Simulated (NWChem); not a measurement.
System: tert-butyl chloride (C4H9Cl); SMILES CC(C)(C)Cl

All runs: NWChem. Medium grid unless said otherwise, to which SCAN and Minnesota functionals are sensitive. Coordinates come from a PBE0/def2-SVP optimisation. Hybrids' shares of exact exchange are those that their runs print; pure functionals count as 0. The functionals differ in more than this share.

```
row              share of exact exchange  orbital gap (eV)
---------------  -----------------------  ----------------
PBE/def2-SVP                        0.00              6.58
BLYP/def2-SVP                       0.00              6.55
TPSSh/def2-SVP                      0.10              7.91
B3LYP/def2-SVP                      0.20          withheld
MPW1K/def2-SVP                      0.43             10.97
M05-2X/def2-SVP                     0.56             11.76
```

**Question.** Fit a straight line of the last column on the one before it, predict the withheld value, and compare with the run.

**Answer.** 
1. Means of the 5 shown rows: x = 0.218, y = 8.754. Slope Σ(x − x̄)(y − ȳ)/Σ(x − x̄)² = 2.552/0.2709 = 9.421; intercept 6.700.
2. The shown rows scatter about the line by 0.202 (root mean square); the largest residual is +0.27, at TPSSh/def2-SVP.
3. At x = 0.20 (B3LYP/def2-SVP; inside the shown range) the line gives 8.58.
4. The run gives 8.59, +0.01 from the line, 0.0 times the scatter.
